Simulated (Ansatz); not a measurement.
Steps of a relaxation of BFH6OSi2 (`FBO[SiH2][SiH3]`) with RKS PBE0-D4/def2-TZVP.

```sh
$ ansatz run in.yaml --threads 4 --pin off --events-out ev --progress --plain --max-ram 10444MiB
```

```yaml
crystal:
  periodic: [false, false, false]
  atoms:
    - {symbol: F, position_ang: [-1.762913, -0.364948, 1.107203]}
    - {symbol: B, position_ang: [-1.961252, 0.796854, 0.454286]}
    - {symbol: O, position_ang: [-0.995470, 1.299382, -0.343141]}
    - {symbol: Si, position_ang: [0.573045, 0.761859, -0.772989]}
    - {symbol: Si, position_ang: [1.167122, -1.277267, 0.251101]}
    - {symbol: H, position_ang: [-3.019975, 1.372982, 0.600737]}
    - {symbol: H, position_ang: [1.517849, 1.861404, -0.376319]}
    - {symbol: H, position_ang: [0.578482, 0.636407, -2.270786]}
    - {symbol: H, position_ang: [0.221133, -2.373651, -0.148854]}
    - {symbol: H, position_ang: [1.195231, -1.135901, 1.746669]}
    - {symbol: H, position_ang: [2.552048, -1.634220, -0.227205]}
basis:
  gaussian: {orbitals: def2-TZVP}
hamiltonian: {xc: pbe0, dispersion: d4}
relax: {f_tol: 0.005, max_steps: 150}
```

Positions (Å) and forces (eV/Å) along the path, 8 of 8 steps:

```xyz
11
step=1 energy=-21287.3601 eV
F    -1.763   -0.365    1.107   -0.103    0.451   -0.239
B    -1.961    0.797    0.454    0.135    0.017   -0.077
O    -0.995    1.299   -0.343    0.488   -0.514    0.086
Si    0.573    0.762   -0.773   -0.665    0.339    0.108
Si    1.167   -1.277    0.251    0.065   -0.130    0.052
H    -3.020    1.373    0.601    0.420   -0.249   -0.043
H     1.518    1.861   -0.376   -0.216   -0.223   -0.082
H     0.578    0.636   -2.271   -0.018    0.036    0.319
H     0.221   -2.374   -0.149    0.192    0.225    0.087
H     1.195   -1.136    1.747   -0.014   -0.034   -0.307
H     2.552   -1.634   -0.227   -0.285    0.081    0.095
11
step=2 energy=-21287.3992 eV
F    -1.755   -0.359    1.102   -0.039    0.177   -0.096
B    -1.947    0.796    0.448    0.053   -0.011   -0.013
O    -0.985    1.292   -0.344    0.404   -0.303   -0.008
Si    0.567    0.754   -0.765   -0.511    0.276    0.074
Si    1.162   -1.272    0.250    0.028   -0.063    0.028
H    -2.992    1.365    0.593    0.107   -0.069   -0.009
H     1.498    1.848   -0.373   -0.031   -0.061   -0.017
H     0.568    0.634   -2.250    0.012   -0.005    0.070
H     0.226   -2.360   -0.145    0.047    0.049    0.017
H     1.187   -1.135    1.732   -0.001   -0.009   -0.070
H     2.535   -1.620   -0.226   -0.068    0.019    0.024
11
step=3 energy=-21287.4084 eV
F    -1.754   -0.355    1.100    0.002    0.028   -0.010
B    -1.938    0.795    0.447   -0.068   -0.015    0.018
O    -0.977    1.285   -0.344    0.124   -0.080   -0.004
Si    0.556    0.757   -0.763   -0.079    0.054    0.007
Si    1.160   -1.269    0.249    0.004    0.005   -0.006
H    -2.978    1.363    0.587   -0.013    0.015    0.007
H     1.491    1.841   -0.369    0.015    0.007   -0.008
H     0.563    0.630   -2.242    0.011    0.003   -0.013
H     0.230   -2.356   -0.147   -0.006   -0.014    0.000
H     1.185   -1.135    1.727   -0.001   -0.004    0.014
H     2.529   -1.612   -0.225    0.011    0.001   -0.004
11
step=4 energy=-21287.4091 eV
F    -1.766   -0.352    1.105    0.014   -0.008    0.005
B    -1.942    0.797    0.448   -0.088    0.024    0.009
O    -0.977    1.280   -0.341    0.118   -0.068   -0.011
Si    0.556    0.755   -0.762   -0.063    0.045    0.003
Si    1.165   -1.270    0.247   -0.012    0.006    0.002
H    -2.980    1.371    0.584   -0.004    0.008    0.005
H     1.491    1.840   -0.369    0.012    0.007   -0.007
H     0.563    0.629   -2.241    0.009    0.004   -0.011
H     0.235   -2.358   -0.149   -0.002   -0.012    0.000
H     1.188   -1.137    1.726    0.001   -0.006    0.011
H     2.534   -1.612   -0.227    0.014    0.000   -0.006
11
step=5 energy=-21287.4100 eV
F    -1.796   -0.345    1.120    0.010   -0.027    0.001
B    -1.953    0.798    0.450   -0.018    0.074    0.000
O    -0.972    1.262   -0.334   -0.030   -0.009    0.009
Si    0.558    0.753   -0.763   -0.003   -0.006    0.005
Si    1.171   -1.273    0.246    0.017   -0.005   -0.006
H    -2.981    1.393    0.575    0.010   -0.018   -0.007
H     1.490    1.843   -0.376    0.004   -0.006    0.008
H     0.564    0.634   -2.244    0.002   -0.013    0.001
H     0.249   -2.369   -0.150   -0.001    0.009   -0.007
H     1.194   -1.150    1.726   -0.002    0.011   -0.005
H     2.543   -1.604   -0.230    0.010   -0.009    0.001
11
step=6 energy=-21287.4099 eV rejected
F    -1.817   -0.337    1.122    0.010    0.016    0.019
B    -1.961    0.810    0.457   -0.013   -0.033   -0.083
O    -0.974    1.260   -0.328   -0.033    0.008    0.038
Si    0.553    0.749   -0.759    0.043   -0.003   -0.006
Si    1.184   -1.276    0.241   -0.015   -0.002    0.005
H    -2.991    1.406    0.567    0.026    0.007    0.024
H     1.488    1.836   -0.371   -0.004    0.000   -0.001
H     0.560    0.626   -2.239   -0.009    0.002    0.003
H     0.262   -2.372   -0.158    0.003   -0.001    0.006
H     1.205   -1.151    1.722   -0.002   -0.005   -0.002
H     2.557   -1.608   -0.232   -0.006    0.010   -0.003
11
step=7 energy=-21287.4103 eV
F    -1.800   -0.341    1.121   -0.005   -0.001    0.003
B    -1.956    0.803    0.452   -0.003   -0.002    0.003
O    -0.975    1.262   -0.333    0.006    0.007   -0.008
Si    0.556    0.751   -0.761   -0.002   -0.003    0.002
Si    1.176   -1.274    0.243    0.001    0.001   -0.001
H    -2.985    1.396    0.574    0.003   -0.002    0.000
H     1.489    1.839   -0.372    0.000    0.001    0.000
H     0.562    0.628   -2.241    0.000    0.000    0.000
H     0.254   -2.369   -0.155    0.001    0.000   -0.001
H     1.196   -1.149    1.724    0.001    0.000    0.000
H     2.549   -1.606   -0.230    0.000    0.000    0.001
11
step=8 energy=-21287.4103 eV
F    -1.802   -0.339    1.123    0.000   -0.002    0.002
B    -1.957    0.804    0.452   -0.003    0.003   -0.002
O    -0.976    1.261   -0.335    0.000    0.000    0.002
Si    0.555    0.750   -0.761   -0.001    0.003   -0.004
Si    1.177   -1.275    0.243    0.001   -0.002    0.002
H    -2.984    1.399    0.575    0.002   -0.001    0.000
H     1.487    1.839   -0.371    0.001   -0.001    0.000
H     0.562    0.627   -2.241    0.001   -0.001    0.000
H     0.257   -2.370   -0.158    0.000    0.000    0.000
H     1.195   -1.150    1.723    0.000   -0.001    0.000
H     2.551   -1.604   -0.229    0.000    0.001    0.000
```

Run time 28 s (4 threads of an Arm Neoverse V1 on a shared host); peak host memory 0.54 GiB.
